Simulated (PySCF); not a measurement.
PySCF input file for C₃H₆F₂Si, SMILES F/C=C\[SiH2]CF, PBE/pcSseg-1. Coordinates come from a ωB97X-D3(BJ)/def2-SVP optimisation. The structure was generated by enumeration; whether it is a known compound was not checked. Other conformers were not sampled.

```python
import numpy as np
from pyscf import gto, scf, dft
from pyscf.prop.nmr import rks as nmr

mol = gto.M(
    atom='''
    F     1.38588239    1.59214703   -0.00000000
    C     0.16148782    2.14577075    0.00000000
    C    -0.95025687    1.41698386   -0.00000000
    Si   -1.02709074   -0.45631971    0.00000000
    C     0.70859671   -1.22616405    0.00000000
    F     0.55543142   -2.61024493   -0.00000000
    H     0.22134313    3.24014914    0.00000000
    H    -1.88113553    1.99505026    0.00000000
    H    -1.76634881   -0.92513662    1.20719375
    H    -1.76634881   -0.92513662   -1.20719375
    H     1.29048500   -0.92655627   -0.88819052
    H     1.29048501   -0.92655627    0.88819053
    ''',
    basis='pcSseg-1',
    charge=0,
    spin=0,
    max_memory=1600,
    verbose=3,
)
mf = dft.RKS(mol, xc='pbe')
mf.grids.level = 3
mf.conv_tol = 1e-10
mf.max_cycle = 100
mf.kernel()
n = nmr.NMR(mf)
n.verbose = 2
n.max_cycle_cphf = 60
sigma = n.kernel()
print('atom   isotropic/ppm   span/ppm')
for i, s in enumerate(sigma):
    w = np.linalg.eigvalsh((s + s.T) / 2)
    print(f'{mol.atom_symbol(i):2s}{i + 1:3d} {w.mean():14.3f} {w[2] - w[0]:11.3f}')
```

It prints:

```
converged SCF energy = -606.538167254245
atom   isotropic/ppm   span/ppm
F   1        229.817     244.806
C   2         11.508     161.989
C   3         79.352     186.407
Si  4        391.804      64.063
C   5        101.021     137.022
F   6        449.178      62.888
H   7         24.122       5.937
H   8         26.482       2.259
H   9         26.679       7.542
H  10         26.679       7.542
H  11         26.091       9.101
H  12         26.091       9.101
```

Self-consistency was reached.
